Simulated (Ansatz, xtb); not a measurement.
**Two isomers of C7H9N**

Structure X: `Cc1ccccc1N`, a singlet. Structure Y: `Cc1cccnc1C`, a singlet. Both are isolated molecules in the gas phase, relaxed with PBE-D3(BJ)/def2-SVP; the shapes shown needn't be the lowest conformers.

X (Å):

```xyz
17

C    -2.4134   -0.2422   -0.6045
C    -0.9374    0.0369   -0.7077
C    -0.3707    1.2172   -0.1984
C     1.0019    1.4903   -0.3053
C     1.8333    0.5547   -0.9401
C     1.2973   -0.6322   -1.4533
C    -0.0853   -0.9097   -1.3481
N    -0.6236   -2.0627   -1.9100
H    -2.8684   -0.4044   -1.6063
H    -2.9499    0.5946   -0.1188
H    -2.6260   -1.1579   -0.0060
H    -1.0353    1.9443    0.2960
H     1.4164    2.4238    0.1023
H     2.9133    0.7458   -1.0357
H     1.9538   -1.3651   -1.9497
H     0.0409   -2.8095   -2.1152
H    -1.4911   -2.4080   -1.4985
```

Y (Å):

| atom | x (Å) | y (Å) | z (Å) |
| --- | --- | --- | --- |
| C | -2.2023 | -0.5355 | -0.4319 |
| C | -0.7968 | -0.0156 | -0.5707 |
| C | -0.3525 | 1.1059 | 0.1492 |
| C | 0.9639 | 1.5615 | -0.0055 |
| C | 1.7989 | 0.8661 | -0.8904 |
| C | 0.1366 | -0.6455 | -1.4415 |
| C | -0.2602 | -1.8540 | -2.2497 |
| N | 1.4003 | -0.2070 | -1.5899 |
| H | -2.2147 | -1.5892 | -0.0810 |
| H | -2.7898 | 0.0689 | 0.2860 |
| H | -2.7387 | -0.5263 | -1.4044 |
| H | -1.0455 | 1.6217 | 0.8337 |
| H | 1.3338 | 2.4375 | 0.5480 |
| H | 2.8444 | 1.1900 | -1.0440 |
| H | 0.6017 | -2.1841 | -2.8569 |
| H | -0.5843 | -2.6931 | -1.5981 |
| H | -1.1135 | -1.6323 | -2.9255 |

Quicker runs give these differences E(Y) − E(X): GFN2-xTB −22.4 kJ/mol; HF/STO-3G −35.7 kJ/mol (at GFN2-xTB geometries); r2SCAN-D4/def2-SVP +16.5 kJ/mol (at GFN2-xTB geometries).

Q: Which of the two would you expect CCSD(T)/def2-SVP + ΔMP2/def2-TZVPP electronic energies to favour?

A: Not settled: CCSD(T)/def2-SVP + ΔMP2/def2-TZVPP gives E(Y) − E(X) = +10.9 kJ/mol, but this leans on the basis-set step: CCSD(T) alone gives +0.4 kJ/mol.

The same difference at several levels:

```json
{"level": "GFN2-xTB", "geometry": "GFN2-xTB", "E(Y) − E(X) (kJ/mol)": "−22.4", "departure from the last row (kJ/mol)": "−33.3", "job, with rough time for the two": "optimisation, 0.13 s"}
{"level": "HF/STO-3G", "geometry": "GFN2-xTB", "E(Y) − E(X) (kJ/mol)": "−35.7", "departure from the last row (kJ/mol)": "−46.6", "job, with rough time for the two": "single point, 0.44 s"}
{"level": "r2SCAN-D4/def2-SVP", "geometry": "GFN2-xTB", "E(Y) − E(X) (kJ/mol)": "+16.5", "departure from the last row (kJ/mol)": "+5.6", "job, with rough time for the two": "single point, 4.4 s"}
{"level": "PBE-D3(BJ)/def2-SVP", "geometry": "PBE-D3(BJ)/def2-SVP", "E(Y) − E(X) (kJ/mol)": "+14.3", "departure from the last row (kJ/mol)": "+3.4", "job, with rough time for the two": "optimisation, 17 s"}
{"level": "HF/def2-SVP", "geometry": "PBE-D3(BJ)/def2-SVP", "E(Y) − E(X) (kJ/mol)": "+5.8", "departure from the last row (kJ/mol)": "−5.1", "job, with rough time for the two": "part of the CCSD(T) run"}
{"level": "MP2/def2-SVP", "geometry": "PBE-D3(BJ)/def2-SVP", "E(Y) − E(X) (kJ/mol)": "+4.8", "departure from the last row (kJ/mol)": "−6.1", "job, with rough time for the two": "part of the CCSD(T) run"}
{"level": "CCSD(T)/def2-SVP", "geometry": "PBE-D3(BJ)/def2-SVP", "E(Y) − E(X) (kJ/mol)": "+0.4", "departure from the last row (kJ/mol)": "−10.5", "job, with rough time for the two": "single point"}
{"level": "CCSD(T)/def2-SVP + ΔMP2/def2-TZVPP", "geometry": "PBE-D3(BJ)/def2-SVP", "E(Y) − E(X) (kJ/mol)": "+10.9", "departure from the last row (kJ/mol)": "", "job, with rough time for the two": "single point, 2 min"}
```

As drawn, Y has 1 C–C, 2 C∷N, 2 C–H in place of 2 C∷C, 1 C–N, 2 N–H (∷ is an aromatic bond).

GFN2-xTB, HF/STO-3G put the two in the other order. CCSD(T)/def2-SVP finds them nearly level. The largest departure from CCSD(T)/def2-SVP + ΔMP2/def2-TZVPP is that of HF/STO-3G, 46.6 kJ/mol. The last row adds to CCSD(T) the change of the MP2 difference between the two basis sets, here +10.5 kJ/mol.

With thermal terms from frequencies at re-optimised GFN2-xTB minima (ideal gas, soft modes damped towards free rotors, one conformer each, 298.15 K, 1 atm): the zero-point term adds −1.6 kJ/mol; ΔH is +9.8 and ΔG +7.7 kJ/mol.

The correlated steps freeze 8 core orbitals. Codes used: Ansatz 0.2.0, xtb 6.7.1; the last row on 4 threads of Arm Neoverse V1 on a shared host.
